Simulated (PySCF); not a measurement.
## B⁺ (boron, charge +1) across methods

[He] 2s2, closed-shell 1S. Computed with PySCF 2.14 in aug-cc-pVTZ with one added diffuse shell each of s, p, d, f type (6s5p4d3f, 62 functions), with the non-relativistic Hamiltonian (point nucleus). The B2PLYP total includes its PT2 part (frozen core); its orbital energies are those of the SCF part.

```
 method  E (hartree)  mean ε 1s (eV)  mean ε 2s (eV)  Σ⟨r²⟩ (bohr²)   ⟨S²⟩
wB97M-V     -24.3472         -203.93         -23.057          7.865  0.000
 M06-2X     -24.3448         -207.78         -22.020          7.748  0.000
    LDA     -24.0369         -191.58         -19.403          7.911  0.000
 r2SCAN     -24.3145         -196.73         -19.722          7.877  0.000
    PBE     -24.2915         -193.54         -19.500          7.833  0.000
   PBE0     -24.3005         -200.99         -20.789          7.831  0.000
  wB97X     -24.3389         -202.38         -23.305          7.875  0.000
    UHF    -24.23684         -222.74         -23.776          7.954  0.000
```

**Question.** Estimate the same row for B2PLYP.

**Answer.** E (hartree) = -24.3234; mean ε 1s (eV) = -209.51; mean ε 2s (eV) = -21.918; Σ⟨r²⟩ (bohr²) = 7.888; ⟨S²⟩ = 0.000.
